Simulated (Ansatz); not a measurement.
The first iterations of a band of BrClFH$_{5}$W (9 atoms, charge 0, multiplicity 1).

The calculation used RKS B3LYP-D4/def2-SVP in Ansatz.

```yaml
movable_images: 6
climbing_image: no
spring: 5.0 eV/Å²
optimiser: quadratic models (default)
start_path: through a guess of the saddle point
force_threshold: 0.03 eV/Å
iteration_limit: 60
end_points: relaxed
```

First end point:

```xyz
9
Properties=species:S:1:pos:R:3
W 0.080 0.146 0.258
Cl 1.175 -0.764 2.106
H 0.964 -1.093 -0.442
H 1.097 0.710 -0.966
F -1.612 0.971 0.087
H -0.710 -1.307 0.043
H -0.328 -0.368 -1.271
Br 0.778 2.783 1.661
H 1.372 1.991 2.700
```

Last end point:

```xyz
9
Properties=species:S:1:pos:R:3
W -0.098 0.308 -0.128
Cl 0.826 -0.150 2.845
H 1.335 -0.566 0.024
H -0.590 1.420 1.033
F -1.903 -0.087 -0.532
H -0.194 -1.322 0.274
H -0.054 0.731 -1.764
Br 1.807 1.954 -0.147
H 1.687 0.781 2.572
```

| iteration | highest image above the first end (eV) | largest band force component (eV/Å) |
| --- | --- | --- |
| 1 | 5.206 | 9.966 |
| 2 | 3.778 | 3.101 |
| 3 | 4.047 | 1.759 |
| 4 | 3.891 | 3.159 |
| 5 | 3.302 | 3.304 |
| 6 | 2.473 | 1.233 |
| 7 | 1.968 | 1.165 |
| 8 | 1.633 | 2.521 |
| 9 | 1.530 | 1.867 |
| 10 | 1.328 | 0.708 |
| 11 | 0.978 | 1.495 |
| 12 | 0.964 | 0.693 |
| 13 | 1.321 | 1.099 |
| 14 | 1.189 | 1.341 |
| 15 | 1.058 | 0.607 |
| 16 | 0.900 | 0.347 |
| 17 | 0.813 | 0.504 |
| 18 | 0.755 | 0.354 |
| 19 | 0.714 | 0.213 |
| 20 | 0.679 | 0.199 |

**Question.** Does the band converge within its limit, and where does its top end?

**Answer.** It did not converge within its limit. It ended after 60 iterations with the highest image 0.608 eV above the first end. The band didn't meet its force threshold, so its energies are provisional: the largest band force was still 0.11 eV/Å, and over the last iterations the top stayed at 0.61 eV. Neighbouring images lie up to 2.5 Å apart, so the band is torn or far too coarse. Inner images lie below an end point, which means an intermediate or an end that isn't the lowest structure nearby. The orbitals stay closed-shell, which can raise the energy where a bond breaks towards radicals; this wasn't checked here.

The run took 18 min on 4 threads of Arm Neoverse V2 (shared host), peak memory 0.35 GiB.
